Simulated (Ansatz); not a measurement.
The cluster B4P5⁻. Total charge -1; singlet. Geometry B3LYP-D4/def2-SVPD, basis def2-TZVPD, Ansatz.

Cartesian coordinates in Å:
```
B 0.786 0.377 -0.688
B 2.080 0.077 0.149
B 0.688 -0.453 0.993
B -1.479 -0.558 -0.573
P 2.365 -0.725 1.739
P -0.383 -0.333 -2.124
P -1.148 -0.947 1.276
P -2.299 0.876 0.322
P -0.610 1.686 -1.095
```

```
run  HOMO (eV)  LUMO (eV)
  A      -1.20       1.01
  B      -3.77       4.12
  C      -1.23       1.09
  D      -2.00       1.69
  E      -1.05       0.89
  F      -1.91       1.64
```

The structure comes from a short search, and lower isomers may exist.

Task: The runs used B97M-V, HF, PBE, PBE0, r2SCAN, r2SCAN0. Estimate which is which.

Result: A r2SCAN (0 % exact exchange); B HF (100 % exact exchange); C B97M-V (0 % exact exchange); D r2SCAN0 (25 % exact exchange); E PBE (0 % exact exchange); F PBE0 (25 % exact exchange). Exact exchange lowers occupied and raises empty levels; among semilocal functionals meta-GGAs tend to open the gap a little, and such runs are hard to tell apart. The gap grows from 1.93 eV (PBE) to 7.88 eV (HF).
